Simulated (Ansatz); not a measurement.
Computed with Ansatz on PBE0-D4/def2-TZVP structures; ΔE is electronic, products minus reactants. CCSD(T)/CBS adds triple-zeta CCSD(T) − MP2 to the extrapolated MP2 energy (def2 sets, frozen cores). This one scheme is used for every species. One conformer a species, not always the lowest.

Reaction (ligand exchange at the Si–N bond): `C[SiH](Cl)N=C=O` + `S[SiH2]Cl` → `C[SiH](Cl)S[SiH2]Cl` + `N=C=O`

```json
{"level": "HF/CBS(def2)", "ΔE (eV)": "0.62"}
{"level": "MP2/CBS(def2)", "ΔE (eV)": "0.25"}
```

Task: What does CCSD(T)/CBS give? (Best estimate.)

Result: The calculation gave: +0.29 eV. The listed levels differ from it by 0.33, -0.04 eV.

Largest T1 diagnostic among the species: 0.018.

In def2-TZVPP, CCSD(T) changes the Hartree–Fock value by −0.27 eV (the triples alone add −0.06 eV) and MP2 by −0.31 eV. The D4 term adds −0.14 eV with B3LYP and −0.08 eV with PBE0; it sums over pairs of atoms, weighted by their polarisabilities, and B3LYP, whose exchange is more repulsive, gets the larger term. From PBE to PBE0 (25 % exact exchange), in def2-TZVPP and without D4, ΔE moves by +0.05 eV.

B3LYP here is the variant with VWN-RPA as its local correlation; programs differ in this.
